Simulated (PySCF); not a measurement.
Telling isomers of C7H6F3OP apart by NMR

Non-relativistic, no solvent, one conformer, equivalent nuclei averaged. Shieldings: GIAO PBE0/pcSseg-1; coordinates at the GFN2-xTB level; PySCF 2.14.0 with density-fitted response routines.

δ = σ(ref) − σ, references computed at the same level: TMS for ¹H (σref 31.72), ¹³C (σref 186.93). Splittings of carbon signals by F and P are missing where no couplings were computed. Where no couplings were computed, multiplicities follow the n + 1 count of equivalent neighbours, and m marks all less simple cases (inequivalent or close neighbours, rings, F or P nearby). Shifts are as computed. Against solution values, carbons near 30 ppm lie about +3 ppm off and those near 130 ppm about +5 ppm (rms about the fit 2.1 ppm; single classes can miss by 10 ppm). Of 1328 compounds with measured shifts, 309 miss one by over three times the rms of a fit or turn the order of signals round; such compounds aren't used in these exercises. Signals without a measured value on file couldn't be tested in this way; 1H shifts scatter by 0.2 ppm about their fit, and single ones miss by 0.5 ppm.

(1) Tabulate the signals of `O=P1(C(F)=C(F)F)C=CCC=C1`, `C=CP(c1ccco1)C(F)(F)F` and their relative energies.

(2) What is the quickest way to tell O=P1(C(F)=C(F)F)C=CCC=C1 from C=CP(c1ccco1)C(F)(F)F?

Answers

(1) 
```json
{"SMILES": "O=P1(C(F)=C(F)F)C=CCC=C1", "carbon types": "2×C 4×CH 1×CH2", "δC": "172.8, 153.9, 135.8, 132.5, 34.7", "δH": "7.21 (m, 2H), 6.59 (m, 2H), 3.01 (m, 1H), 2.91 (m, 1H)", "E rel. (kcal/mol)": "9.3"}
{"SMILES": "C=CP(c1ccco1)C(F)(F)F", "carbon types": "2×C 4×CH 1×CH2", "δC": "153.5, 152.2, 142.6, 141.3, 134.8, 126.0, 118.9", "δH": "7.91 (m, 1H), 7.39 (m, 1H), 6.90 (m, 1H), 6.73 (m, 1H), 6.21 (m, 1H), 5.63 (m, 1H)", "E rel. (kcal/mol)": "0.0"}
```

Energies are electronic energies at PBE0/pcSseg-1 on these geometries, without zero-point or thermal terms, each for the one conformer computed, which needn't be the lowest.

(2) Count the carbon signals: 5 against 7. The first has an allylic sp3 CH2 at 34.7 ppm, the second a terminal =CH2 carbon at 134.8 ppm. Their most deshielded carbons lie at 172.8 and 153.5 ppm. In the proton spectra the most deshielded non-exchanging signals are 7.21 (m, 2H) and 7.91 (m, 1H).
